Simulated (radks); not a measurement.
Results of a calculation; reference values are marked as such.
Xe III, configuration [Kr] 4d10 5s2 5p3 6d1 (not the ground configuration).

Code: a radial shooting solver on a logarithmic mesh with Libxc functionals. Model: Dirac Kohn-Sham, BLYP, spin-unpolarised, spherical densities, finite nucleus; open shells are shared between the two j in proportion to 2j + 1; Fermi nuclear charge, rms radius 4.7859 fm.

Energy parts (hartree):
| part | energy |
|---|---|
| total | -7448.58753 |
| kinetic | 7913.28544 |
| electron-nucleus | -18057.41927 |
| Hartree | 2882.47817 |
| exchange-correlation | -186.93187 |

Orbitals (lengths in bohr, moments of r in powers of bohr; <r^-3> diverges for s and p1/2; r(90%) holds 90 % of the orbital's charge):
\begin{tabular}{lrrrrrr}
orbital & occ. & eigenvalue (hartree) & <r^-3> & r(90%) & <r> & <r^4> \\ \hline
1s1/2 & 2 & -1263.386 & - & 0.0480 & 0.02666 & 2.434e-06 \\
2s1/2 & 2 & -197.4548 & - & 0.177 & 0.1142 & 0.0004111 \\
2p1/2 & 2 & -185.5984 & - & 0.158 & 0.09619 & 0.0002616 \\
2p3/2 & 4 & -173.6626 & 5572 & 0.166 & 0.1020 & 0.0003163 \\
3s1/2 & 2 & -41.22200 & - & 0.450 & 0.3061 & 0.01750 \\
3p1/2 & 2 & -36.29116 & - & 0.445 & 0.2962 & 0.01659 \\
3p3/2 & 4 & -34.02458 & 1082 & 0.462 & 0.3079 & 0.01920 \\
3d3/2 & 4 & -25.34031 & 174.1 & 0.438 & 0.2787 & 0.01543 \\
3d5/2 & 6 & -24.86117 & 160.5 & 0.443 & 0.2824 & 0.01615 \\
4s1/2 & 2 & -8.29293 & - & 1.03 & 0.7163 & 0.4931 \\
4p1/2 & 2 & -6.54642 & - & 1.09 & 0.7452 & 0.6060 \\
4p3/2 & 4 & -6.09256 & 217.1 & 1.13 & 0.7730 & 0.7016 \\
4d3/2 & 4 & -3.26498 & 27.31 & 1.32 & 0.8670 & 1.287 \\
4d5/2 & 6 & -3.19139 & 24.94 & 1.33 & 0.8776 & 1.351 \\
5s1/2 & 2 & -1.66514 & - & 2.51 & 1.750 & 17.17 \\
5p1/2 & 1 & -1.22196 & - & 2.86 & 1.971 & 28.48 \\
5p3/2 & 2 & -1.15954 & 29.89 & 2.96 & 2.042 & 32.71 \\
6d3/2 & 0.4 & -0.25987 & 0.5221 & 9.04 & 6.498 & 2965 \\
6d5/2 & 0.6 & -0.25846 & 0.4880 & 9.08 & 6.525 & 3017 \\
\end{tabular}

The highest occupied level is 6d5/2 at -7.033 eV. Summed over all electrons, <r^2> = 83.54 bohr^2, which gives a Langevin (diamagnetic) susceptibility term of -66.2 x 10^-6 cm^3/mol. The density falls to 0.001 e/bohr^3 at r = 3.68 bohr. The electron density at the nucleus is 2.717e+05 e/bohr^3.
